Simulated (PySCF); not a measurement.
Job for PySCF: R-M06-2X/6-31G* on H5NSi2 (SMILES N[Si][SiH3]), a point of a torsion scan.

```python
from pyscf import gto, scf, dft, mp
from pyscf.data.elements import chemcore

mol = gto.M(
    atom='''
    N     1.89608521   -0.09521091    0.37883391
    Si    0.20108820    0.14768278    0.53982387
    Si   -0.77133906   -1.91952122    0.42596566
    H     2.55364939    0.66647729    0.39636296
    H     2.37340565   -0.97685605    0.25759712
    H    -1.75662616   -1.82419235   -0.66999308
    H    -0.21546431   -3.27664116    0.26383304
    H    -1.58695925   -2.03176407    1.65196072
    ''',
    basis='6-31g*',
    cart=True,
    charge=0, spin=0, verbose=3, max_memory=1800)
mf = dft.RKS(mol, xc='m062x')
mf.conv_tol = 1e-8
mf.max_cycle = 100
mf.kernel()
if not mf.converged:
    mf = mf.newton().run(mf.mo_coeff, mf.mo_occ)
```

Give the final energy of this run.

-636.5944 hartree.
